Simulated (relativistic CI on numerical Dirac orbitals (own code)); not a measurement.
## Forbidden transitions in Xe¹⁶⁺

These numbers are calculated, not measured: Dirac-Coulomb-Breit CI, separate exchange-only KLI orbitals for each configuration, QED by a radiative potential, unscaled Slater integrals (own radial code, finite nucleus).

Configuration list (outside the closed core [Ar] 3d10): 4s2 4p6 4d2, 4s2 4p5 4d3, 4s2 4p6 4d 4f, 4s 4p6 4d3, 4s2 4p5 4d2 4f, 4s2 4p6 4d 5s, 4s2 4p6 4d 5p, 4s 4p6 4d2 4f, 4s2 4p6 4f 5s, 4s2 4p6 4d 5d, 4s2 4p6 5s 5p, 4s2 4p5 4d2 5s, 4s2 4p6 4d 5f, 4s2 4p6 4d 6s, 4s2 4p5 4d2 5p, 4s2 4p6 4d 5g, 4s2 4p6 4d 6p, 4s2 4p6 4d 6d, 4s 4p6 4d2 5s, 4s 4p6 4d 4f 5s, 4s2 4p6 4d 6f, 4s2 4p6 4f2, 4s2 4p5 4f3, 4p6 4d4, 4p5 4d5, 4p5 4d4 4f, 4s2 4p6 5s2, 4s2 4p5 4f 5s2, 4s2 4p6 4f 5p, 4s2 4p5 4f2 5p, 4s2 4p6 5p2, 4s2 4p5 4f 5p2. Double excitations out of closed p, d and f shells are left out; levels of such configurations are missing from the list, as are those of other unlisted configurations, and high levels can miss mixing partners. These lack a partner that the ground configuration has and come out too high: 4s 4p6 4d2 4f, 4s2 4p5 4d2 5s, 4s 4p6 4d2 5s, 4s2 4p5 4d2 5p.

```
λ vac (nm)                 Lower                     Upper  Type   A (s⁻¹)        gf  Branching (%)
    9.8532  4s2 4p6 4d2 3F_3 [2]  4s2 4p6 4d 5s 1D_2 [134]    E2  2.28e+06  1.66e-05            7.1
    9.9084  4s2 4p6 4d2 3F_3 [2]  4s2 4p6 4d 5s 3D_3 [132]    E2  3.86e+06  3.98e-05           15.3
    9.9305  4s2 4p6 4d2 3F_2 [1]  4s2 4p6 4d 5s 3D_2 [127]    E2  6.45e+06  4.77e-05           24.1
    9.9562  4s2 4p6 4d2 3F_2 [1]  4s2 4p6 4d 5s 3D_1 [125]    E2  9.98e+06  4.45e-05           40.4
    10.049  4s2 4p6 4d2 3P_2 [5]  4s2 4p6 4d 5s 1D_2 [134]    E2  2.75e+06  2.08e-05            8.6
    10.050  4s2 4p6 4d2 3F_4 [4]  4s2 4p6 4d 5s 3D_3 [132]    E2  1.17e+07  1.24e-04           46.5
    10.107  4s2 4p6 4d2 3P_2 [5]  4s2 4p6 4d 5s 3D_3 [132]    E2  2.59e+06  2.77e-05           10.3
    10.107  4s2 4p6 4d2 3F_3 [2]  4s2 4p6 4d 5s 3D_2 [127]    E2  6.45e+06  4.94e-05           24.1
    10.134  4s2 4p6 4d2 3F_3 [2]  4s2 4p6 4d 5s 3D_1 [125]    E2  5.69e+06  2.63e-05           23.0
    10.147  4s2 4p6 4d2 3P_1 [6]  4s2 4p6 4d 5s 3D_3 [132]    E2  2.22e+06  2.39e-05            8.8
    10.250  4s2 4p6 4d2 3P_0 [3]  4s2 4p6 4d 5s 3D_2 [127]    E2  1.95e+06  1.53e-05            7.3
    10.255  4s2 4p6 4d2 3F_4 [4]  4s2 4p6 4d 5s 3D_2 [127]    E2  5.27e+06  4.16e-05           19.7
    10.270  4s2 4p6 4d2 1G_4 [7]  4s2 4p6 4d 5s 1D_2 [134]    E2  1.53e+07  1.21e-04           47.8
    10.302  4s2 4p6 4d2 3P_2 [8]  4s2 4p6 4d 5s 1D_2 [134]    E2  7.95e+06  6.33e-05           24.9
    10.314  4s2 4p6 4d2 3P_2 [5]  4s2 4p6 4d 5s 3D_2 [127]    E2  3.09e+06  2.46e-05           11.5
    10.330  4s2 4p6 4d2 1G_4 [7]  4s2 4p6 4d 5s 3D_3 [132]    E2  1.50e+06  1.68e-05            5.9
    10.341  4s2 4p6 4d2 3P_2 [5]  4s2 4p6 4d 5s 3D_1 [125]    E2  3.15e+06  1.52e-05           12.8
    10.362  4s2 4p6 4d2 3P_2 [8]  4s2 4p6 4d 5s 3D_3 [132]    E2  1.96e+06  2.21e-05            7.8
    10.384  4s2 4p6 4d2 3P_1 [6]  4s2 4p6 4d 5s 3D_1 [125]    E2  4.72e+06  2.29e-05           19.1
    10.546  4s2 4p6 4d2 1G_4 [7]  4s2 4p6 4d 5s 3D_2 [127]    E2  2.12e+06  1.77e-05            7.9
```

Terms are leading LS components. Brackets give the number of a level in order of energy, since labels repeat. The list gives strong lines, with weight on those to low levels, among the lowest 400 of 4534 levels, so that lines to higher ones, which can be the strongest, are missing. Levels whose partners in the same complex of configurations lie outside the list can be far off, and so can their lines. Rates are taken at the computed energies, electric ones in the length gauge.

At this charge energies of transitions that change n are usually good to better than 1 %, and those within a shell (Δn = 0) to a few per cent. Terms inside the open d or f shell come out 10 to 20 % too wide with unscaled integrals.

LS names give the leading component of a level, which can be under half, so a name can repeat, a term be missing and a line seem to break the LS rules.
